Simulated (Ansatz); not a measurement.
Program: Ansatz. Geometries: PBE0-D4/def2-TZVP. ΔE: electronic, gas phase. CCSD(T)/CBS is the MP2 limit (def2-TZVPP, def2-QZVPP) plus CCSD(T) − MP2 in def2-TZVPP, frozen cores. This one scheme is used for every species, atoms too. Functionals use def2-TZVPP. No spin–orbit coupling; open shells (•) take unrestricted orbitals. Spin–orbit coupling would lower the free atoms: a little for Al, C, Cl, O. Each species was taken in one conformer, which may not be the lowest.

`C[O][Al][Cl]`• → Al• + C• + Cl• + 3 H• + O•  (atomization)

Task: What is ΔE at CCSD(T)/CBS? (Estimate.)

Result: Ansatz gave: +2478.5 kJ/mol.

Task: What do these levels give: revPBE-D4, B97M-V, PBE0-D4, r2SCANh-D4, BHLYP-D4, r2SCANh, CCSD/def2-SVP, HF/def2-TZVPP, MP2/def2-TZVPP, CCSD/def2-TZVPP, MP2/def2-QZVPP, HF/CBS(def2)? (Estimate.)

Result: The calculation gave: revPBE-D4 2457.4, B97M-V 2486.1, PBE0-D4 2474.6, r2SCANh-D4 2483.3, BHLYP-D4 2390.9, r2SCANh 2479.8, CCSD/def2-SVP 2303.4, HF/def2-TZVPP 1831.3, MP2/def2-TZVPP 2481.8, CCSD/def2-TZVPP 2368.6, MP2/def2-QZVPP 2524.4, HF/CBS(def2) 1837.5 kJ/mol.

Largest T1 diagnostic among the species: 0.018.

In def2-TZVPP, CCSD(T) changes the Hartree–Fock value by +576.2 kJ/mol (the triples alone add +38.9 kJ/mol) and MP2 by +650.5 kJ/mol; breaking electron pairs costs correlation energy, which Hartree–Fock lacks. At CCSD(T), def2-SVP lies −151.3 kJ/mol from the extrapolated value and def2-TZVPP −70.9 kJ/mol: correlation converges slowly with the basis, and small sets miss more of it in the bonded molecule than in its fragments.

For atomizations the MP2-based limit and the directly extrapolated one differ by several kJ/mol either way, and by 10 to 25 for some Ge, Se and Sn compounds, so smaller differences from it don't rank the levels.
